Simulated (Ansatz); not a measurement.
Computed with Ansatz on PBE0-D4/def2-TZVP structures; ΔE is electronic, products minus reactants. CCSD(T)/CBS is the MP2 limit (def2-TZVPP, def2-QZVPP) plus CCSD(T) − MP2 in def2-TZVPP, frozen cores. This one scheme is used for every species. Functionals use def2-TZVPP. B3LYP here is the variant with VWN-RPA as its local correlation; programs differ in this. For Ge outer-core shells are correlated without core-valence functions, which leaves a few kJ/mol of doubt a bond. Scalar relativity is left out up to krypton. Each species was taken in one conformer, which may not be the lowest.

Consider the ligand exchange at the Si–C bond: `N[SiH2]CS` + `[OH][GeH3]` → `N[SiH2][O][GeH3]` + CH₃SH.

CCSD(T)/CBS gives -121.5 kJ/mol.

(1) Another level gave -108.6 kJ/mol. Which?
A. PBE0/def2-TZVPP
B. B3LYP/def2-TZVPP
C. PBE/def2-TZVPP
D. ωB97M-V/def2-TZVPP

Largest T1 diagnostic among the species: 0.012.

Results:

(1) C. PBE -108.6, ωB97M-V -119.6, PBE0 -114.2, B3LYP -127.0 kJ/mol.

From PBE to PBE0 (25 % exact exchange), in def2-TZVPP and without D4, ΔE moves by −5.6 kJ/mol. The D4 term adds +4.4 kJ/mol with B3LYP and +2.3 kJ/mol with PBE0; it sums over pairs of atoms, weighted by their polarisabilities, and B3LYP, whose exchange is more repulsive, gets the larger term.

CCSD(T)/CBS has its own doubt, a few kJ/mol and more with outer-core shells, so smaller differences from it don't rank the levels.
